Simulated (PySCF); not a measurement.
Species: C₆H₈FPSi.
SMILES with atom numbers: `[F:1][c:2]1[cH:3][cH:4][cH:5][cH:6][c:7]1[PH:8][SiH3:9]`

Cartesian coordinates in Å at the GFN2-xTB level; atoms count from 1:
```xyz
17
C6H8FPSi angstrom
F     -0.1731   -2.2688    0.5459
C     -0.7180   -1.0366    0.4075
C     -1.9302   -0.8955   -0.2325
C     -2.4639    0.3770   -0.3621
C     -1.7812    1.4700    0.1450
C     -0.5644    1.3059    0.7826
C     -0.0023    0.0411    0.9183
P      1.5518   -0.3057    1.7918
Si     2.8508   -0.7012    0.0064
H     -2.4408   -1.7655   -0.6145
H     -3.4136    0.5111   -0.8566
H     -2.2003    2.4599    0.0447
H     -0.0405    2.1628    1.1823
H      1.9108    1.0326    1.9321
H      2.4791   -2.0011   -0.5426
H      4.2209   -0.7048    0.5182
H      2.7080    0.3309   -1.0268
```

Probes without a nucleus sit at each ring's centroid and 1 Å off its mean plane on both sides; NICS is minus the shielding there, NICSzz its component along the normal. Level: GIAO PBE0/pcSseg-1 (PySCF, non-relativistic, gas phase) on the GFN2-xTB geometry, one conformer.

Ring bond lengths (Å), with Mayer bond orders in brackets: C2–C3 1.378 (1.47), C3–C4 1.386 (1.41), C4–C5 1.385 (1.44), C5–C6 1.383 (1.46), C6–C7 1.391 (1.39), C7–C2 1.391 (1.31).

**Question.** Give the NICS values of each ring in ppm.

**Answer.** 
```csv
ring,type,NICS(0),"NICS(1), two faces","NICS(1)zz, two faces",rms pucker (Å),"centre to ring atoms, mean (Å)"
C2–C3–C4–C5–C6–C7,6-membered carbocycle; formal bonds all aromatic,-9.8,-11.1 / -11.2,-27.0 / -26.8,0.00,1.39
```

**Question.** What can be read from them?

**Answer.** 
- C2–C3–C4–C5–C6–C7: mean NICS(1)zz -26.9 ppm, shielded, aromatic by this magnetic criterion (flat ring, no four-coordinate atom).

**Question.** How equal are the bonds by HOMA? Use HOMA with the parameters of Krygowski (1993).

**Answer.** 
- C2–C3–C4–C5–C6–C7: HOMA 0.99 = 1 − EN − GEO, with mean bond length 1.386 Å, EN = α(Ropt − mean)² = 0.001 and GEO = α × variance = 0.005. The geometric and the magnetic index point the same way.

**Question.** What field does 9.4 T along the ring normal induce along that normal at the second NICS(1) probe listed for ring C2–C3–C4–C5–C6–C7, 1 Å off the ring?

**Answer.** NICSzz × B0 = -26.8 ppm × 9.4 T = -252 μT, against the applied field.

**Question.** Give the inner angles of the rings and the Hirshfeld charges of the ring atoms.

**Answer.** 
- C2–C3–C4–C5–C6–C7: C2 122.9° (+0.083 e), C3 118.4° (-0.064 e), C4 120.0° (-0.043 e), C5 120.6° (-0.053 e), C6 120.6° (-0.047 e), C7 117.4° (-0.068 e); sum 720.0° against 720° for a flat convex ring.

Rough CPU time on one thread of a shared machine: about 1.8 min. This is the whole shielding run at PBE0/pcSseg-1, SCF included.
